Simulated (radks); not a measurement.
Ag+, configuration [Kr] 4d10 (the NIST ground configuration). Method: non-relativistic Kohn-Sham, exchange-only LDA, spin-polarised, spherical densities, point nucleus; relativity is left out, which matters for an element this heavy; computed with a radial shooting solver on a logarithmic mesh with Libxc functionals.

Normalised radial functions P(r) = r R(r), r in bohr:

r              4d
0.003128   0.0000
0.003583   0.0000
0.004072   0.0001
0.004666   0.0001
0.005345   0.0001
0.006124   0.0002
0.00696    0.0003
0.007975   0.0004
0.009136   0.0006
0.01047    0.0009
0.0119     0.0013
0.01363    0.0019
0.01562    0.0028
0.01789    0.0040
0.02033    0.0057
0.0233     0.0082
0.02669    0.0117
0.03058    0.0166
0.03475    0.0229
0.03982    0.0319
0.04562    0.0441
0.05226    0.0603
0.0594     0.0799
0.06805    0.1063
0.07796    0.1391
0.08932    0.1786
0.1015     0.2217
0.1163     0.2725
0.1333     0.3260
0.1527     0.3777
0.1735     0.4196
0.1988     0.4495
0.2278     0.4562
0.2609     0.4313
0.2966     0.3729
0.3398     0.2704
0.3893     0.1274
0.446     -0.0491
0.5069    -0.2342
0.5807    -0.4341
0.6653    -0.6173
0.7622    -0.7645
0.8663    -0.8571
0.9925    -0.9003
1.137     -0.8892
1.303     -0.8332
1.481     -0.7513
1.696     -0.6460
1.944     -0.5335
2.227     -0.4229
2.531     -0.3267
2.899     -0.2371
3.322     -0.1630
3.806     -0.1053
4.325     -0.0655
4.955     -0.0365

4d: eigenvalue -14.721 eV, 1 radial node at r = 0.430 bohr, <r> = 1.39 bohr, 90 % of the charge inside 2.24 bohr.
